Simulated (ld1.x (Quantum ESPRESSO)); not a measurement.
## antimony (Sb): excitation energies, all-electron against ultrasoft

```json
{"Element": "antimony (Sb)", "Generator": "ld1.x (Quantum ESPRESSO) 7.5", "Type": "ultrasoft", "Functional": "LDA (PZ)", "Relativity": "scalar-relativistic", "Frozen core": "[Ar] 3d10", "Valence charge": "23", "Reference configuration": "4s2 4p6 4d10 5s2 5p3", "Partial waves": "4s (bound): rcut 1.05, rcutus 1.15 bohr; 5s (bound): rcut 1.05, rcutus 1.15 bohr; 4p (bound): rcut 1.10, rcutus 1.25 bohr; 5p (bound): rcut 1.10, rcutus 1.25 bohr; 4d (bound): rcut 0.70, rcutus 0.95 bohr; 4d channel at -2.15 Ry: rcut 0.70, rcutus 0.95 bohr", "Local potential": "all-electron potential smoothed inside 1.20 bohr (lloc = -1)", "Core correction": "none", "Augmentation charge": "built from norm-conserving waves at rcut, not smoothed further"}
```

Energies are relative to the spin-unpolarised reference configuration 4s2 4p6 4d10 5s2 5p3; without spin polarisation the order of configurations can differ from experiment. Spin-polarised rows fill each open shell by Hund’s rule, majority spin first.

```csv
valence configuration,charge,ΔE all-electron (eV),error AE − PS (meV)
4s2 4p6 4d10 5s2 5p2,+1,8.521,+787
4s2 4p6 4d10 5s2 5p1,+2,24.774,+2354
4s2 4p6 4d10 5s2 5p0,+3,49.559,+4884
4s2 4p6 4d10 5s1 5p3,+1,17.339,+649
4s2 4p6 4d10 5s1 5p0,+4,94.375,+7543
4s2 4p6 4d9 5s2 5p4,0,31.004,-2398
4s2 4p6 4d10 5s2 5p3 (spin-polarised),0,-1.092,+105
4s2 4p6 4d10 5s2 5p2 (spin-polarised),+1,7.930,+875
```

Task: What are ΔE and the potential's error for 4s2 4p6 4d9 5s2 5p3?

Result: ΔE = 40.796 eV all-electron; the error (AE − PS) is -1384 meV.

These tests converged, but a pseudo level misses the all-electron one widely, so the file describes the atom poorly there or has found another state: 4s2 4p6 4d10 5s2 5p1: 5p by 2.0 eV; 4s2 4p6 4d10 5s2 5p0: empty 5p by 3.1 eV; 4s2 4p6 4d10 5s1 5p0: empty 5p by 3.9 eV.

A Bessel basis up to 400 Ry misses an occupied level by 1.87 Ry, so cutoffs and ghosts were not judged. The potential misses its own reference levels by up to 2.0 eV, so it is not fit for use.
